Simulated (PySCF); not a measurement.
PySCF 2.14 output of an unrestricted PBE0 calculation on a single atom or ion in x2c-TZVPPall (8s6p6d2f1g, 79 functions), with scalar relativity by spin-free X2C-1e:

```
SCF conv_tol = 1e-09
number electrons alpha = 23  beta = 21
    C. Adamo and V. Barone.,  J. Chem. Phys. 110, 6158 (1999)
    M. Ernzerhof and G. E. Scuseria.,  J. Chem. Phys. 110, 5029 (1999)
cycle= 1 E= -4529.94926145297  delta_E= -0.00911  |g|= 0.0518  |ddm|= 0.114
cycle= 2 E= -4529.94826762163  delta_E= 0.000994  |g|= 0.0785  |ddm|= 0.0559
cycle= 3 E= -4529.94984386112  delta_E= -0.00158  |g|= 0.00704  |ddm|= 0.0383
cycle= 4 E= -4529.94986009137  delta_E= -1.62e-05  |g|= 0.000719  |ddm|= 0.00422
cycle= 5 E= -4529.94986079701  delta_E= -7.06e-07  |g|= 0.000251  |ddm|= 0.00126
cycle= 6 E= -4529.94986083668  delta_E= -3.97e-08  |g|= 6.93e-05  |ddm|= 0.000278
cycle= 7 E= -4529.94986083889  delta_E= -2.21e-09  |g|= 1.21e-06  |ddm|= 5.26e-05
cycle= 8 E= -4529.94986083889  delta_E= -9.09e-13  |g|= 1.08e-07  |ddm|= 2.01e-06
converged SCF energy = -4529.94986083889  <S^2> = 2.0037315  2S+1 = 3.0024866
```

The run itself started from symmetry-adapted Hartree-Fock orbitals and held the occupation by maximum overlap, on a logarithmic radial grid, so the iterations belong to that start.

Question: Which element, charge and spin multiplicity is this?

Answer: Ru (ruthenium, neutral), multiplicity 3; the state was [Kr] 4d8, high-spin 3F determinant (an excited configuration).
